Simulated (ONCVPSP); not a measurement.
Mg: one change to an ONCV potential, before and after

```
Element                 : magnesium
Generator               : ONCVPSP 4.0.1
Type                    : optimised norm-conserving Vanderbilt (ONCV)
Functional              : PBE
Relativity              : scalar-relativistic
Frozen core             : [He]
Valence charge          : 10
Reference configuration : 2s2 2p6 3s2
Partial waves           : 2s+3s: rc 1.10 bohr, ncon 5, nbas 9, qcut 13.6 1/bohr, 2 projectors; 2p: rc 1.30 bohr, ncon 4, nbas 8, qcut 12.6 1/bohr, 2 projectors, debl 0.6 Ha; d scattering state at 0.21 Ha: rc 1.10 bohr, ncon 5, nbas 9, qcut 9.5 1/bohr, local
Local potential         : the d channel
Core correction         : none
```

In the p channel the program set the typed energies aside and used -1.713, 0.250 Ha.

All-electron outer shells of the reference configuration (PBE, scalar-relativistic, ld1.x):

```tsv
shell	level (eV)	outermost node (bohr)	outermost maximum (bohr)
1s	-1259.65	–	0.09
2s	-79.85	0.18	0.54
2p	-46.61	–	0.48
3s	-4.70	0.90	2.56
```

Change: s: qcut 8.9; p: qcut 8.2; d: qcut 6.2.

Cutoffs: the cutoffs (Ha) at which the residual kinetic energy of the hardest occupied pseudo-wave falls to 1 and 0.1 mHa per electron; they do not see the model core or the augmentation charge, which bear on the density cutoff. Errors are all-electron minus pseudo energies relative to the spin-unpolarised reference configuration.

**Question.** What does the change do?

**Answer.** The potential gets neither clearly harder nor softer (54 Ha and 67 Ha → 50 Ha and 121 Ha); the p channel sets the loose cutoff, while the largest relative change is in s, which becomes softer; of the 4 tests that both files solve, the error grows in 2 and shrinks in 0 by more than 15 % and 0.3 meV (median size 0.7 → 1.8 meV); neither file shows a bound ghost.

```csv
quantity,base,changed
"cutoff, loose",54 Ha,50 Ha
"cutoff, tight",67 Ha,121 Ha
loose cutoff by channel,"s 53 Ha, p 54 Ha","s 20 Ha, p 50 Ha"
bound ghosts,none,none
GHOST(+) flags under 300 eV,none,none
"error for 2s2 2p6 3s1, meV [ΔE 7.96 eV]",-0.2,-0.4
"error for 2s2 2p6 3s0, meV [ΔE 22.99 eV]",-1.3,-3.2
"error for 2s2 2p6 3s1.5, meV [ΔE 3.14 eV]",0.0,-0.1
"error for 2s2 2p5 3s2, meV [ΔE 58.54 eV]",+354,+697
s: phases at 1.11 bohr within 0.05 rad from the reference energy up to (Ha; the scan ends near 5),to the end of the scan,to the end of the scan
p: phases at 1.32 bohr within 0.05 rad from the reference energy up to (Ha; the scan ends near 5),to the end of the scan,to the end of the scan
d: phases at 1.11 bohr within 0.05 rad from the reference energy up to (Ha; the scan ends near 5),to the end of the scan,to the end of the scan
```
